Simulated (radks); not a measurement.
W III, 72 electrons, occupied as [Xe] 4f14 5d4 (the NIST ground configuration). All-electron calculation, non-relativistic Kohn-Sham, BLYP, spin-polarised, spherical densities, point nucleus; open shells are filled with parallel spins first (spin-orbit coupling, left out, can overturn this in heavy ions); relativity is left out, which matters for an element this heavy. Program: a radial shooting solver on a logarithmic mesh with Libxc functionals.

Normalised radial functions P(r) = r R(r), r in bohr:

```
   r/bohr * 5s down, o 5d up (the largest magnitude, 1.09, reaches the edge; | marks zero, & curves that meet)
0.0007843                             o*
0.0009058                             o*
 0.001054                             o*
 0.001218                             o*
 0.001406                             o*
 0.001624                             o*
 0.001876                             o *
 0.002166                             o *
 0.002522                             o *
 0.002913                             o *
 0.003364                             o  *
 0.003885                             o  *
 0.004486                             o  *
 0.005181                             o  *
 0.006032                             o   *
 0.006966                             o   *
 0.008045                             o   *
 0.009291                             o   *
  0.01073                             o   *
  0.01239                             o   *
  0.01443                             o   *
  0.01666                             o  *
  0.01924                             o *
  0.02222                             o*
  0.02566                             *o
  0.02988                            *|o
   0.0345                          *  |o
  0.03985                        *    | o
  0.04602                       *     | o
  0.05315                      *      |  o
  0.06138                      *      |  o
  0.07145                       *     |   o
  0.08252                         *   |    o
   0.0953                            *|     o
   0.1101                             |  *  o
   0.1271                             |     o*
   0.1468                             |    o   *
   0.1709                             |   o     *
   0.1974                             |o      *
   0.2279                            o|   *
   0.2632                         o*  |
    0.304                    * o      |
   0.3539               *    o        |
   0.4087              *     o        |
    0.472                  *   o      |
   0.5451                         &   |
   0.6296                             o     *
   0.7271                             |    o         *
   0.8464                             |         o            *
   0.9775                             |             o            *
    1.129                             |                 o        *
    1.304                             |                   o   *
    1.506                             |                  *o
    1.739                             |            *     o
    2.024                             |       *        o
    2.338                             |    *        o
      2.7                             | *        o
    3.118                             |*      o
    3.601                             *    o
    4.159                             *  o
    4.842                             * o
    5.592                             *o
    6.458                             &
```

5s down: eigenvalue -78.816 eV, 4 radial nodes at r = 0.0261, 0.0980, 0.248, 0.579 bohr, <r> = 1.17 bohr, 90 % of the charge inside 1.68 bohr. 5d up: eigenvalue -21.305 eV, 2 radial nodes at r = 0.213, 0.634 bohr, <r> = 1.83 bohr, 90 % of the charge inside 2.82 bohr.
